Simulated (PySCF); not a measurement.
## A single-point calculation

[Pr(BH4)2]+ (singlet in the valence; each metal's 4f electrons, 2 of them, lie in its core potential, out of spins and levels). PySCF 2.14.0, RKS PBE0, Pr lcecp-1-SVP with ECP48, B def2-SVP, H def2-SVP; non-relativistic Hamiltonian with scalar-relativistic core potentials where named; density fitting; no spin-orbit coupling. The geometry is an unrelaxed template.

```python
mol = gto.M(atom='''
Pr     0.00000     0.00000     0.00000
B      2.32170     0.00000     1.03900
H      3.41700     0.00000     1.52920
H      1.60150    -0.83350     1.62990
H      2.40710    -0.30510    -0.17020
H      1.81740     1.13860     1.14760
B     -2.32170     0.00000     1.03900
H     -3.41700     0.00000     1.52920
H     -1.60150     0.83350     1.62990
H     -2.40710     0.30510    -0.17020
H     -1.81740    -1.13860     1.14760''',
    basis={'Pr': 'lcecp-1-SVP', 'B': 'def2-SVP', 'H': 'def2-SVP'},
    ecp={'Pr': 'lcecp-1-SVP'},
    charge=1, spin=0)
mf = dft.RKS(mol, xc='PBE0')
mf.grids.atom_grid = (50, 194)  # f atoms: unpruned, at least (60, 302)
mf = mf.density_fit()  # fitting sets: Pr AutoAux, B def2-universal-JKFIT, H def2-universal-JKFIT
mf.conv_tol = 1e-08; mf.max_cycle = 55
mf.kernel(dm0)  # dm0: free metal ions and neutral atoms
```

Run from Python with OMP_NUM_THREADS=2; the lines above give its settings. Where DIIS fails, smearing, a level shift and second-order steps follow.
It took 2.9 s on 2 threads of Arm Neoverse V1, on a shared host, peak memory 0.66 GiB.

(1) Where do the frontier levels lie, over both spins?

(2) What does the SCF print?

(3) What are the Mulliken charges and spins?

An lcecp potential fixes the number of 4f electrons, so in runs with it no electron can move into or out of that shell.

## Answers

(1) HOMO -13.30 eV, LUMO -7.91 eV. The 4f levels lie in the core potential and are missing.

(2) 
```
init E= -86.5132095079907
cycle= 1 E= -86.898375582817  delta_E= -0.385  |g|= 0.519  |ddm|= 2.76
cycle= 2 E= -86.7753085976984  delta_E= 0.123  |g|= 0.763  |ddm|= 1.79
cycle= 3 E= -87.0076939967588  delta_E= -0.232  |g|= 0.0752  |ddm|= 1.14
cycle= 4 E= -87.0099691983681  delta_E= -0.00228  |g|= 0.0158  |ddm|= 0.151
...
cycle= 7 E= -87.010071277858  delta_E= -6.95e-08  |g|= 7.9e-05  |ddm|= 0.000804
cycle= 8 E= -87.0100712807909  delta_E= -2.93e-09  |g|= 1.39e-05  |ddm|= 0.000181
Extra cycle  E= -87.0100712808393  delta_E= -4.84e-11  |g|= 1.35e-05  |ddm|= 4.82e-05
converged SCF energy = -87.0100712808393
```

(3) 
| atom | charge (e) | spin (e) |
| --- | --- | --- |
| Pr1 | 1.302 | 0.000 |
| B2 | -0.265 | 0.000 |
| H3 | 0.096 | 0.000 |
| H4 | 0.023 | 0.000 |
| H5 | -0.013 | 0.000 |
| H6 | 0.008 | 0.000 |
| B7 | -0.265 | 0.000 |
| H8 | 0.096 | 0.000 |
| H9 | 0.023 | 0.000 |
| H10 | -0.013 | 0.000 |
| H11 | 0.008 | 0.000 |
The spin of the 4f electrons in the core isn't counted.
